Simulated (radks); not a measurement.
Spherical jellium clusters: N electrons in a uniform positive sphere of charge N and radius rs N^(1/3), rs = 2.94 bohr. Method: non-relativistic Kohn-Sham, PBEsol, spin-polarised, spherical densities; computed with a radial shooting solver with Libxc functionals. Levels are named by radial order and angular momentum (1s, 1p, 1d, 2s, ...), and open shells are averaged over m.

N = 23, configuration 1s2 1p6 1d10 2s2 1f(up 3, down 0). This is the lowest configuration that the search found. Occupied and some empty levels:

| level | occupation | eigenvalue (eV) | <r> (bohr) |
|---|---|---|---|
| 1s up | 1 | -7.5724 | 5.184 |
| 1s down | 1 | -7.4559 | 5.014 |
| 1p up | 3 | -6.2619 | 6.173 |
| 1p down | 3 | -6.0550 | 6.055 |
| 1d up | 5 | -4.6275 | 6.913 |
| 1d down | 5 | -4.3567 | 6.839 |
| 2s up | 1 | -3.8854 | 5.901 |
| 2s down | 1 | -3.7151 | 5.945 |
| 1f up | 3 | -2.7582 | 7.615 |
| 1f down | 0 | -2.4483 | 7.588 |
| 2p up | 0 | -1.9444 | 7.550 |
| 2p down | 0 | -1.7646 | 7.590 |
| 1g up | 0 | -0.76219 | 8.520 |
| 1g down | 0 | -0.44406 | 8.607 |

Energy (eV): total -35.5290, kinetic 69.655, external -2018.5, Hartree 988.14, exchange-correlation -107.85, background 1033.0.
